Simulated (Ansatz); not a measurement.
One change: `BCB(C)F` becomes `CB(F)C=O`.

Ansatz, PBE0-D4/def2-TZVP geometries, multiplicity 1. Each molecule was computed in one conformer, which needn't be the lowest.

| property | `BCB(C)F` |
| --- | --- |
| HOMO energy (ωB97M-V/def2-TZVPP) / eV | -11.04 |
| LUMO energy (ωB97M-V/def2-TZVPP) / eV | 0.32 |
| HOMO energy (PBE/def2-TZVPP) / eV | -7.33 |
| LUMO energy (B3LYP/def2-TZVPP) / eV | -1.85 |
| HOMO energy (B3LYP/def2-TZVPP) / eV | -8.53 |
| size of the dipole moment (PBE/def2-TZVPP) / D | 1.37 |

Problem. Give the same properties after the change, and the shifts. (Best estimate.)

Solution. The calculation gave: 
| property | `CB(F)C=O` | shift |
| --- | --- | --- |
| HOMO energy (ωB97M-V/def2-TZVPP) / eV | -9.60 | 1.44 |
| LUMO energy (ωB97M-V/def2-TZVPP) / eV | -0.22 | -0.54 |
| HOMO energy (PBE/def2-TZVPP) / eV | -5.63 | 1.70 |
| LUMO energy (B3LYP/def2-TZVPP) / eV | -2.74 | -0.89 |
| HOMO energy (B3LYP/def2-TZVPP) / eV | -7.02 | 1.51 |
| size of the dipole moment (PBE/def2-TZVPP) / D | 3.16 | 1.79 |

With PBE0 the HOMO rises by 1.51 eV and the LUMO falls by 0.86 eV, so the gap narrows by about 2.37 eV. PBE moves the HOMO by 1.70 eV and ωB97M-V by 1.44 eV. Dipoles are sizes alone; their direction can turn.

B3LYP here is the variant with VWN-RPA as its local correlation; programs differ in this.
